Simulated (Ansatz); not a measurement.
Two structures, one formula

Two isomers of ZnBNH$_{4}$, closed shell, relaxed at PBE0-D4/def2-TZVP (vibrations not checked).

A:

B1  (-0.631, -0.455, -0.822)
N2  (0.391, -0.312, 0.112)
Zn3  (0.477, 1.191, 1.169)
H4  (-0.706, -1.428, -1.524)
H5  (-1.454, 0.423, -0.923)
H6  (0.517, 2.446, 2.026)
H7  (1.067, -1.059, 0.177)
(Å)

B:

```
atom    x (Å)    y (Å)    z (Å)
  B1  -1.6392  -0.3537   0.9363
 Zn2   0.0971   0.0173  -0.0584
  N3   1.6436   0.3291  -0.9520
  H4  -1.6614  -0.8537   2.0259
  H5  -2.7140  -0.0859   0.4773
  H6   1.7090   0.7863  -1.8464
  H7   2.5648   0.1604  -0.5828
```

Ansatz 0.2.0; basis: def2-TZVPP; cores frozen in the correlated methods. The 3s and 3p shells of Cu and Zn are frozen; filled d shells are correlated. B3LYP uses VWN-RPA correlation.

Q: Which structure is lower at CCSD(T), and by how much? (An estimate is asked for; the value comes from the calculation.)

A: By the calculation: A, by 175.6 kJ/mol (electronic energy, against the other). By their contacts, A is ZnBNH₄ ([BH2][NH][ZnH]) and B is ZnBNH₄ ([BH2][Zn][NH2]).

All methods give the same order:

| method | E(B) − E(A) (kJ/mol) |
| --- | --- |
| PBE-D4 | 164.7 |
| r2SCAN-D4 | 169.6 |
| PBE0-D4 | 170.3 |
| B3LYP-D4 | 172.2 |
| wB97M-V | 173.0 |
| HF | 178.5 |
| MP2 | 176.7 |
| CCSD | 174.4 |
| CCSD(T) | 175.6 |

No T1 diagnostic of these runs exceeds 0.016.

Labels in which every atom is bracketed show which atoms are joined, not bond orders.
